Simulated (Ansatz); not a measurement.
Input file for CH7BGeO (`[BH2][GeH2][O]C`):

```yaml
crystal:
  periodic: [false, false, false]
  atoms:
    - {symbol: B, position_ang: [-1.817875, 1.435686, -0.837570]}
    - {symbol: Ge, position_ang: [-0.700200, 0.190321, 0.344719]}
    - {symbol: O, position_ang: [0.828073, -0.175371, -0.507226]}
    - {symbol: C, position_ang: [1.750824, -1.018407, 0.131703]}
    - {symbol: H, position_ang: [-1.423070, 1.794608, -1.903853]}
    - {symbol: H, position_ang: [-2.885623, 1.811598, -0.456288]}
    - {symbol: H, position_ang: [-0.334381, 0.817784, 1.713549]}
    - {symbol: H, position_ang: [-1.404914, -1.157302, 0.642515]}
    - {symbol: H, position_ang: [2.096095, -0.605354, 1.089941]}
    - {symbol: H, position_ang: [1.335894, -2.017903, 0.323712]}
    - {symbol: H, position_ang: [2.620478, -1.132560, -0.520599]}
basis:
  gaussian: {orbitals: def2-TZVPP}
correlation: {method: ccsd_t}
```

```sh
$ ansatz run in.yaml --threads 4 --pin off --events-out ev --progress --plain --max-ram 10444MiB
```

Log, shortened:

```
Functional definition: HF
1432 factors; integrals over basis functions are off by at most 1.0e-3 eV
mean field evaluation 1: about -60321.2424 eV, gradient 3.5e1 eV
mean field evaluation 2: about -60321.4237 eV, gradient 3.5e1 eV
mean field evaluation 4: about -60324.4542 eV, gradient 4.3e0 eV
mean field evaluation 8: about -60324.5168 eV, gradient 2.0e-1 eV
mean field -60324.51699853 eV, -2216.8851102699 hartree, gradient 2.5e-6 eV, S^2 0.000000; 0 other end points of the search recorded, 0 dependent functions left out
12 core orbitals not correlated: weight in the atoms' cores, before any rotation towards them, 1.000 or more for the frozen orbitals, at most 0.000 for the correlated occupied ones
reference -60324.51699853 eV, -2216.8851102699 hartree; 17, 17 occupied and 210, 210 virtual orbitals, 1432 factors
second order -21.03926959 eV of doubles, -0.00000000 eV of singles
cycle   1  -21.36304765 eV  change   -3.2e-1 eV  update   1.1e-1
cycle   2  -22.00515334 eV  change   -6.4e-1 eV  update   3.3e-2
cycle   3  -22.12772195 eV  change   -1.2e-1 eV  update   1.7e-2
cycle   4  -22.11562787 eV  change    1.2e-2 eV  update   4.3e-3
cycle   5  -22.11425043 eV  change    1.4e-3 eV  update   2.1e-3
cycle   6  -22.11481700 eV  change   -5.7e-4 eV  update   7.4e-4
cycle   7  -22.11446216 eV  change    3.5e-4 eV  update   3.0e-4
cycle   8  -22.11439714 eV  change    6.5e-5 eV  update   1.1e-4
cycle   9  -22.11444105 eV  change   -4.4e-5 eV  update   4.1e-5
cycle  10  -22.11445050 eV  change   -9.5e-6 eV  update   1.8e-5
perturbative correction -0.78108730 eV, -0.0287044289 hartree
Total energy: -60347.41253634 eV, -2217.7265057651 hartree
```

It took 2.8 min on 4 threads of an Arm Neoverse V1 on a shared host, with 4.7 GiB of host memory at the peak.

Correlation energy per correlated electron: -0.673 eV. T1 diagnostic: 0.0118.
